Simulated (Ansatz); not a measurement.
C9H21P (`CP(C(C)(C)C)C(C)(C)C`) at its PBE0-D4/def2-TZVP geometry, where that method's forces vanish. Charge 0, multiplicity 1.

```xyz
31

C    -2.0707   -0.6513   -0.5583
P    -0.3812   -0.0609   -0.9921
C    -0.2785    1.5406   -0.0001
C    -1.4871    2.3661   -0.4486
C    -0.3025    1.4165    1.5172
C     0.9803    2.2888   -0.4391
C     0.6709   -1.4008   -0.1764
C     2.1071   -0.9090   -0.0282
C     0.6670   -2.5481   -1.1913
C     0.1699   -1.9350    1.1609
H    -2.8087   -0.0671   -1.1083
H    -2.3020   -0.6002    0.5085
H    -2.1733   -1.6879   -0.8845
H    -1.5648    2.4052   -1.5392
H    -2.4238    1.9703   -0.0521
H    -1.3806    3.3931   -0.0843
H     0.6034    0.9469    1.9037
H    -0.3682    2.4139    1.9670
H    -1.1630    0.8435    1.8706
H     1.8955    1.7770   -0.1408
H     0.9946    3.2850    0.0166
H     1.0033    2.4122   -1.5245
H     2.2078   -0.1712    0.7696
H     2.4782   -0.4651   -0.9558
H     2.7594   -1.7525    0.2223
H     1.2792   -3.3747   -0.8147
H     1.0742   -2.2291   -2.1530
H    -0.3387   -2.9390   -1.3662
H     0.8336   -2.7370    1.5037
H     0.1514   -1.1709    1.9373
H    -0.8326   -2.3595    1.0800
```

(1) What forces (eV/Å) does PBE-D4/def2-TZVPP give on these atoms in Ansatz 0.2.0? (An estimate is asked.)

## Answers

(1) Computed: 
```
C1  -0.016 -0.006  0.009
P2   0.060  0.048 -0.380
C3   0.004  0.024  0.062
C4  -0.040  0.006 -0.021
C5   0.000 -0.013  0.022
C6   0.038 -0.001 -0.021
C7   0.015 -0.029  0.067
C8   0.026  0.028 -0.004
C9  -0.018 -0.013 -0.045
C10 -0.014 -0.001  0.026
H11 -0.148  0.109 -0.104
H12 -0.062  0.005  0.220
H13 -0.025 -0.202 -0.060
H14 -0.024  0.013 -0.214
H15 -0.190 -0.068  0.071
H16  0.017  0.206  0.071
H17  0.178 -0.095  0.086
H18 -0.014  0.195  0.104
H19 -0.172 -0.112  0.081
H20  0.187 -0.093  0.056
H21  0.007  0.200  0.087
H22  0.017  0.028 -0.214
H23  0.029  0.151  0.156
H24  0.083  0.090 -0.178
H25  0.136 -0.165  0.051
H26  0.122 -0.168  0.072
H27  0.077  0.053 -0.196
H28 -0.196 -0.086 -0.041
H29  0.125 -0.164  0.078
H30 -0.004  0.144  0.162
H31 -0.199 -0.089 -0.003
```
